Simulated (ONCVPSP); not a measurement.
## selenium: one change to an ONCV potential, before and after

- Element: selenium (Se)
- Generator: ONCVPSP 4.0.1
- Type: optimised norm-conserving Vanderbilt (ONCV)
- Functional: PBE
- Relativity: scalar-relativistic
- Frozen core: [Ne]
- Valence charge: 24
- Reference configuration: 3s2 3p6 3d10 4s2 4p4
- Partial waves: 3s+4s: rc 0.80 bohr, ncon 3, nbas 6, qcut 13.3 1/bohr, 2 projectors; 3p+4p: rc 1.10 bohr, ncon 3, nbas 7, qcut 9.9 1/bohr, 2 projectors; 3d: rc 1.15 bohr, ncon 4, nbas 9, qcut 14.2 1/bohr, 1 projector
- Local potential: polynomial inside 0.50 bohr (lpopt 5, dvloc0 6 Ha)
- Core correction: polynomial model core, fcfact 0.75

Change: all radii but the core radius scaled by about 1.12 (s 0.90, p 1.24, d 1.28 bohr); local potential polynomial inside 0.56 bohr (lpopt 5, dvloc0 6 Ha).

Cutoffs: the cutoffs (Ha) at which the residual kinetic energy of the hardest occupied pseudo-wave falls to 1 and 0.1 mHa per electron; they do not see the model core or the augmentation charge, which bear on the density cutoff. Errors are all-electron minus pseudo energies relative to the spin-unpolarised reference configuration.

Q: How do hardness, ghosts and transferability respond?

A: The potential gets softer (82 Ha and 127 Ha → 75 Ha and 84 Ha); of the 4 tests that both files solve, the error grows in 4 and shrinks in 0 by more than 15 % and 0.3 meV (median size 3.2 → 4.9 meV); neither file shows a bound ghost. A larger radius leaves more room for a smooth pseudo-wave, so fewer plane waves are needed. More of the atom is replaced by a form fitted at one configuration, so other configurations suffer.

| quantity | base | changed |
| --- | --- | --- |
| cutoff, loose | 82 Ha | 75 Ha |
| cutoff, tight | 127 Ha | 84 Ha |
| loose cutoff by channel | s 74 Ha, p 46 Ha, d 82 Ha | s 66 Ha, p 42 Ha, d 75 Ha |
| bound ghosts | none | none |
| GHOST(+) flags under 300 eV | none | none |
| error for 3s2 3p6 3d10 4s2 4p3, meV [ΔE 10.85 eV] | -1.3 | -1.9 |
| error for 3s2 3p6 3d10 4s2 4p2, meV [ΔE 31.19 eV] | -4.2 | -6.0 |
| error for 3s2 3p6 3d10 4s2 4p1, meV [ΔE 62.06 eV] | -9.5 | -14 |
| error for 3s2 3p6 3d10 4s1 4p4, meV [ΔE 22.38 eV] | -2.2 | -3.8 |
| rms error of d²Exc/dni dnj with the model core, mHa | 1.54 | 1.59 |
